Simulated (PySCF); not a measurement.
Molfile (atoms numbered from 1):
```
C6H8O
     RDKit          3D

 15 14  0  0  0  0  0  0  0  0999 V2000
    3.9176    0.8049    0.2625 C   0  0  0  0  0  0  0  0  0  0  0  0
    2.7285    0.2643    0.3196 C   0  0  0  0  0  0  0  0  0  0  0  0
    1.5919   -0.2703    0.3995 C   0  0  0  0  0  0  0  0  0  0  0  0
    0.4037   -0.8186    0.4688 C   0  0  0  0  0  0  0  0  0  0  0  0
   -0.8024   -0.3056   -0.2564 C   0  0  0  0  0  0  0  0  0  0  0  0
   -1.9172   -0.3915    0.6045 O   0  0  0  0  0  0  0  0  0  0  0  0
   -3.1065    0.0482    0.0089 C   0  0  0  0  0  0  0  0  0  0  0  0
    4.7518    0.3869    0.8028 H   0  0  0  0  0  0  0  0  0  0  0  0
    4.1094    1.6879   -0.3257 H   0  0  0  0  0  0  0  0  0  0  0  0
    0.2297   -1.6930    1.0808 H   0  0  0  0  0  0  0  0  0  0  0  0
   -0.9804   -0.9245   -1.1568 H   0  0  0  0  0  0  0  0  0  0  0  0
   -0.6469    0.7330   -0.5895 H   0  0  0  0  0  0  0  0  0  0  0  0
   -3.8839   -0.0417    0.7647 H   0  0  0  0  0  0  0  0  0  0  0  0
   -3.0303    1.0947   -0.3133 H   0  0  0  0  0  0  0  0  0  0  0  0
   -3.3695   -0.5667   -0.8620 H   0  0  0  0  0  0  0  0  0  0  0  0
  1  2  2  0
  2  3  2  0
  3  4  2  0
  4  5  1  0
  5  6  1  0
  6  7  1  0
  1  8  1  0
  1  9  1  0
  4 10  1  0
  5 11  1  0
  5 12  1  0
  7 13  1  0
  7 14  1  0
  7 15  1  0
M  END
```

No relativistic terms, no solvent, equivalent nuclei averaged, one computed conformer. Coordinates at the GFN2-xTB level; shielding tensors at PBE0/pcSseg-1 (GIAO); PySCF.

List the cross peaks expected in HSQC, COSY and HMBC spectra.

Results:



HSQC (one-bond C–H):
```tsv
δH	δC
6.22 (H10)	121.3 (C4)
5.53 (H8/H9)	99.7 (C1)
4.16 (H11/H12)	79.8 (C5)
3.57 (H13/H14/H15)	61.0 (C7)
```

COSY cross peaks (H two or three bonds apart, from the bond graph; peaks can be absent where the dihedral angle is near 90°):
```tsv
δH	δH
6.22 (H10)	4.16 (H11/H12)
```

HMBC (two and three bonds, from the bond graph):
```tsv
δH	δC
6.22 (H10)	186.0 (C2), 176.8 (C3), 79.8 (C5)
5.53 (H8/H9)	186.0 (C2), 176.8 (C3)
4.16 (H11/H12)	176.8 (C3), 121.3 (C4), 61.0 (C7)
3.57 (H13/H14/H15)	79.8 (C5)
```

δ = σ(ref) − σ, references computed at the same level: ¹H (σref 31.72), ¹³C (σref 186.93) vs TMS.

Short H···H contacts in this conformer between protons four or more bonds apart (candidates for NOE cross peaks, intensity ∝ r⁻⁶): H12···H14 2.43 Å.

Shifts are as computed. Against solution values, carbons near 30 ppm lie about +3 ppm off and those near 130 ppm about +5 ppm. Of 1211 compounds with measured shifts, 218 miss one by over three times the rms of a fit or turn the order of signals round; such compounds aren't used in these exercises.
